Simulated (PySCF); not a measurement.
# How methods differ on the ionisation energy of Pt⁺

Pt⁺ [Xe] 4f14 5d9 (2D) → Pt²⁺ [Xe] 4f14 5d8 (3F), as a difference of total energies. Computed with PySCF 2.14 in aug-cc-pwCVDZ-PP with ECP60MDF (6s6p5d3f, 70 functions), with scalar relativity through the core potential. Correlated levels: valence: 5s2 5p6 frozen. The calculations carry no spin-orbit coupling.

```tsv
method	ionisation energy (eV)
UHF	16.862
MP2 (valence)	18.569
SCS-MP2 (valence)	18.460
CCSD (valence)	18.349
CCSD(T) (valence)	18.450
```

Question: How much does correlation contribute at CCSD(T) (valence)?

Answer: 18.450 − (16.862) = 1.588 eV, measured against UHF.

The reference lies between the lowest fine-structure levels, while these numbers refer to the centres of the terms.

Errors of the correlated levels include the incompleteness of this basis and the frozen core.

For comparison: 18.56 ± 0.12 eV (measured; NIST Atomic Spectra Database, ionization energies).
